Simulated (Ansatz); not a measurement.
A first, cheap relaxation of ClF₂H₃SSi₂, SMILES `F[SiH](F)S[SiH2]Cl`.

```yaml
crystal:
  periodic: [false, false, false]
  atoms:
    - {symbol: F, position_ang: [0.113000, -1.937300, 0.823900]}
    - {symbol: Si, position_ang: [1.087200, -1.110600, -0.129200]}
    - {symbol: F, position_ang: [2.037500, -2.126200, -0.950000]}
    - {symbol: S, position_ang: [-0.093500, 0.061300, -1.540200]}
    - {symbol: Si, position_ang: [-1.060500, 1.037800, 0.087400]}
    - {symbol: Cl, position_ang: [-2.185000, 2.516400, -0.699800]}
    - {symbol: H, position_ang: [1.962700, -0.188500, 0.688000]}
    - {symbol: H, position_ang: [-1.928000, 0.130500, 0.791900]}
    - {symbol: H, position_ang: [-0.059500, 1.674000, 0.997100]}
basis:
  gaussian: {orbitals: def2-SVP}
hamiltonian: {xc: pbe, dispersion: d4}
relax: {f_tol: 0.03, max_steps: 200}
```

```sh
$ ansatz run in.yaml --threads 4 --pin off --events-out ev --progress --plain --max-ram 10444MiB
```

Shortened log:

```
Functional definition: PBE
  name "PBE"
  cite "Perdew, Burke & Ernzerhof, Phys. Rev. Lett. 77, 3865 (1996) doi:10.1103/PhysRevLett.77.3865"
  parent pbe
  parameter kappa = 0.804
  parameter beta = 0.06672455060314922
  exchange = pbe_x(kappa = kappa, mu = beta*pi^2/3)
  correlation = pbe_c(beta = beta)
mean field -44561.76119255 eV, -1637.6145187797 hartree, gradient 2.1e-5 eV, S^2 0.000000; 0 other end points of the search recorded, 0 dependent functions left out
the calculation of the forces begins
relax step   1: F+E_penalty+E_count = -44562.06461193 eV  Δ(F+E_penalty+E_count) = +0.000e0 eV  max|allowed force component| = 1.423e0 eV/Å  Δτ_max = 0.0000 Å  (27 SCF iters, accepted)
these checks for a lower state are left out or cut short: starts, cluster_reference, orbital_swaps, neighbouring_geometries, increment
mean field -44561.89781293 eV, -1637.6195394860 hartree, gradient 1.7e-5 eV, S^2 0.000000; 0 other end points of the search recorded, 0 dependent functions left out
the calculation of the forces begins
relax step   2: F+E_penalty+E_count = -44562.19721512 eV  Δ(F+E_penalty+E_count) = -1.326e-1 eV  max|allowed force component| = 7.414e-1 eV/Å  Δτ_max = 0.1832 Å  (28 SCF iters, accepted)
these checks for a lower state are left out or cut short: starts, cluster_reference, orbital_swaps, neighbouring_geometries, increment
mean field -44561.93617000 eV, -1637.6209490823 hartree, gradient 1.3e-5 eV, S^2 0.000000; 0 other end points of the search recorded, 0 dependent functions left out
the calculation of the forces begins
relax step   3: F+E_penalty+E_count = -44562.23609595 eV  Δ(F+E_penalty+E_count) = -3.888e-2 eV  max|allowed force component| = 3.079e-1 eV/Å  Δτ_max = 0.0903 Å  (28 SCF iters, accepted)
these checks for a lower state are left out or cut short: starts, cluster_reference, orbital_swaps, neighbouring_geometries, increment
mean field -44561.94696678 eV, -1637.6213458566 hartree, gradient 1.4e-5 eV, S^2 0.000000; 0 other end points of the search recorded, 0 dependent functions left out
the calculation of the forces begins
relax step   4: F+E_penalty+E_count = -44562.24756169 eV  Δ(F+E_penalty+E_count) = -1.147e-2 eV  max|allowed force component| = 1.068e-1 eV/Å  Δτ_max = 0.0697 Å  (28 SCF iters, accepted)
these checks for a lower state are left out or cut short: starts, cluster_reference, orbital_swaps, neighbouring_geometries, increment
mean field -44561.96508048 eV, -1637.6220115229 hartree, gradient 1.5e-5 eV, S^2 0.000000; 0 other end points of the search recorded, 0 dependent functions left out
the calculation of the forces begins
relax step   5: F+E_penalty+E_count = -44562.26648281 eV  Δ(F+E_penalty+E_count) = -1.892e-2 eV  max|allowed force component| = 3.243e-1 eV/Å  Δτ_max = 0.1952 Å  (33 SCF iters, accepted)
these checks for a lower state are left out or cut short: starts, cluster_reference, orbital_swaps, neighbouring_geometries, increment
mean field -44561.97448391 eV, -1637.6223570925 hartree, gradient 1.8e-5 eV, S^2 0.000000; 0 other end points of the search recorded, 0 dependent functions left out
the calculation of the forces begins
relax step   6: F+E_penalty+E_count = -44562.27649320 eV  Δ(F+E_penalty+E_count) = -1.001e-2 eV  max|allowed force component| = 4.121e-1 eV/Å  Δτ_max = 0.1284 Å  (27 SCF iters, accepted)
these checks for a lower state are left out or cut short: starts, cluster_reference, orbital_swaps, neighbouring_geometries, increment
mean field -44561.98482454 eV, -1637.6227371036 hartree, gradient 1.6e-5 eV, S^2 0.000000; 0 other end points of the search recorded, 0 dependent functions left out
the calculation of the forces begins
relax step   7: F+E_penalty+E_count = -44562.28633801 eV  Δ(F+E_penalty+E_count) = -9.845e-3 eV  max|allowed force component| = 3.536e-1 eV/Å  Δτ_max = 0.1095 Å  (27 SCF iters, accepted)
these checks for a lower state are left out or cut short: starts, cluster_reference, orbital_swaps, neighbouring_geometries, increment
mean field -44561.99114130 eV, -1637.6229692402 hartree, gradient 1.4e-5 eV, S^2 0.000000; 0 other end points of the search recorded, 0 dependent functions left out
the calculation of the forces begins
relax step   8: F+E_penalty+E_count = -44562.29334062 eV  Δ(F+E_penalty+E_count) = -7.003e-3 eV  max|allowed force component| = 1.440e-1 eV/Å  Δτ_max = 0.0919 Å  (28 SCF iters, accepted)
these checks for a lower state are left out or cut short: starts, cluster_reference, orbital_swaps, neighbouring_geometries, increment
mean field -44561.99418559 eV, -1637.6230811160 hartree, gradient 1.0e-5 eV, S^2 0.000000; 0 other end points of the search recorded, 0 dependent functions left out
the calculation of the forces begins
relax step   9: F+E_penalty+E_count = -44562.29617245 eV  Δ(F+E_penalty+E_count) = -2.832e-3 eV  max|allowed force component| = 2.574e-2 eV/Å  Δτ_max = 0.0375 Å  (28 SCF iters, accepted)
these checks for a lower state are left out or cut short: starts, cluster_reference, orbital_swaps, neighbouring_geometries, increment
mean field -44561.99449407 eV, -1637.6230924523 hartree, gradient 1.4e-5 eV, S^2 0.000000; 0 other end points of the search recorded, 0 dependent functions left out
the calculation of the forces begins
relax step  10: F+E_penalty+E_count = -44562.29631966 eV  Δ(F+E_penalty+E_count) = -1.472e-4 eV  max|allowed force component| = 2.465e-2 eV/Å  Δτ_max = 0.0150 Å  (29 SCF iters, accepted)
mean field -44561.99449407 eV, -1637.6230924523 hartree, gradient 1.4e-5 eV, S^2 0.000000; 1 other end points of the search recorded, 0 dependent functions left out
the calculation of the forces begins
Total energy: -44562.29635315 eV, -1637.6341855689 hartree
Atom 0 at     0.424491    -1.458986     1.159591 Å, force    -0.007982     0.001866     0.013083 eV/Å
Atom 1 at     1.273717    -1.008940    -0.161555 Å, force     0.000612     0.010760     0.018907 eV/Å
Atom 2 at     1.758446    -2.351606    -0.932155 Å, force     0.001898    -0.007820    -0.014572 eV/Å
Atom 3 at    -0.028568     0.066418    -1.460444 Å, force    -0.007422     0.011117    -0.024655 eV/Å
Atom 4 at    -1.245018     0.970630     0.099567 Å, force     0.012668    -0.006762     0.009989 eV/Å
Atom 5 at    -1.990084     2.738610    -0.682799 Å, force     0.003480    -0.011608    -0.004291 eV/Å
Atom 6 at     2.478939    -0.268055     0.300285 Å, force     0.003551    -0.002426    -0.004000 eV/Å
Atom 7 at    -2.398522     0.087201     0.450868 Å, force    -0.004767     0.000035    -0.003097 eV/Å
Atom 8 at    -0.399501     1.282128     1.295741 Å, force    -0.002038     0.004838     0.008636 eV/Å
Dipole moment:     0.082549     0.111703     0.200560 e Å
```

Run time 13 s (4 threads of an Arm Neoverse V2 on a shared host); peak host memory 0.17 GiB.
